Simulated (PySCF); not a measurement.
**Simulated absorption spectrum**

C6H5F3O.
SMILES: `C=C1C=C1OCC(F)(F)F`

Computed, not measured: TDDFT wB97X-D/def2-SVPD, vertical, gas phase, core orbitals frozen in the response (PySCF). Geometry: PBE0-D3(BJ)/def2-SVP, one conformer, isolated molecule. Torsions of this conformer, `[CH2:1]=[C:2]1[CH:3]=[C:4]1[O:5][CH2:6][C:7]([F:8])([F:9])[F:10]`: C3–C4–O5–C6 0°, C4–O5–C6–C7 -90°, O5–C6–C7–F8 64°.

Broadening: Gaussians 0.3 eV wide at half height, area fixed by f = 4.319×10⁻⁹ ∫ε dν̃. The cross-section is σ = 3.8235×10⁻²¹ ε cm², given in Mb (10⁻¹⁸ cm²). The width is an assumption, not a result. The curve ends short of the highest state used, and states not computed would add to its high-energy end.

(E (eV), σ (Mb)): (4.62, 0.03), (4.65, 0.06), (4.69, 0.16), (4.73, 0.39), (4.77, 0.86), (4.81, 1.70), (4.85, 3.04), (4.88, 4.41), (4.92, 6.64), (4.96, 9.07), (5.00, 11.22), (5.04, 12.57), (5.08, 12.76), (5.12, 11.74), (5.15, 10.34), (5.19, 8.01), (5.23, 5.62), (5.27, 3.59), (5.31, 2.10), (5.35, 1.18), (5.38, 0.81), (5.42, 0.64), (5.46, 0.75), (5.50, 1.06), (5.54, 1.49), (5.58, 1.94), (5.61, 2.22), (5.65, 2.45), (5.69, 2.44), (5.73, 2.21), (5.77, 1.81), (5.81, 1.35), (5.84, 1.01), (5.88, 0.63), (5.92, 0.36), (5.96, 0.18), (6.00, 0.09), (6.04, 0.04), (6.07, 0.02), (6.11, 0.02), (6.15, 0.05), (6.19, 0.15), (6.23, 0.41), (6.27, 0.99), (6.30, 1.81), (6.34, 3.74), (6.38, 6.98), (6.42, 11.85), (6.46, 18.26), (6.50, 25.60), (6.53, 31.04), (6.57, 37.09), (6.61, 40.74), (6.65, 41.59), (6.69, 40.45), (6.73, 39.29)

Question: Where are the band maxima, and which computed states make them?

Answer: 245 nm (5.07 eV), ε about 3400, made up of S1 (100%); 219 nm (5.67 eV), ε about 650, made up of S2 (100%); 187 nm (6.64 eV), ε about 11000, made up of S3 (84%) and S4 (13%) (ε in L mol⁻¹ cm⁻¹; maxima over ε = 5, shares over 10%). The states used: S1 5.07 eV (f 0.037); S2 5.67 eV (f 0.0072); S3 6.61 eV (f 0.105); S4 6.76 eV (f 0.024); S5 7.04 eV (f 0.447); S6 7.33 eV (f 0.0053).

Question: What would ε be at 6.64 eV, the highest of these maxima, with half the width (0.15 eV)?

Answer: About 17900 L mol⁻¹ cm⁻¹ against 10900, a factor of about 1.6; a lone state at its own centre would give exactly 2.

Question: On this curve, what absorbance would a 10⁻³ mol/L sample give at 266 nm over a 1 cm path?

Answer: 266 nm is 4.661 eV, where ε is about 21 L mol⁻¹ cm⁻¹, so A = ε c l ≈ 0.021 (Beer–Lambert, with the gas-phase spectrum and the assumed width).

Question: Coming from long wavelengths, where does ε first pass 100 L mol⁻¹ cm⁻¹?

Answer: At about 262 nm (4.73 eV), 0.34 eV below S1.
